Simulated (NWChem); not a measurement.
System: boron oxyfluoride (BOF); SMILES O=BF

Input file for NWChem:

```
start job
memory heap 200 mb stack 700 mb global 900 mb
geometry units angstroms noautosym nocenter noautoz
  F      0.000000     0.000000    -1.208022
  B      0.000000     0.000000     0.086221
  O      0.000000     0.000000     1.305167
end
basis spherical
  F library 6-31g*
  B library 6-31g*
  O library 6-31g*
end
dft
  xc b3lyp
  iterations 150
end
property
  response 1 0.0773
end
task dft property
```

Structure relaxed at the PBE-D3(BJ)/def2-SVP level.

Field at 589 nm.

Q: Predict the main results of this run. (B3LYP/6-31G* (spherical d).) Quantities: isotropic polarisability (bohr³); anisotropy (bohr³).

A: The isotropic polarisability (bohr³) is 12.3 and the anisotropy (bohr³) is 9.3.
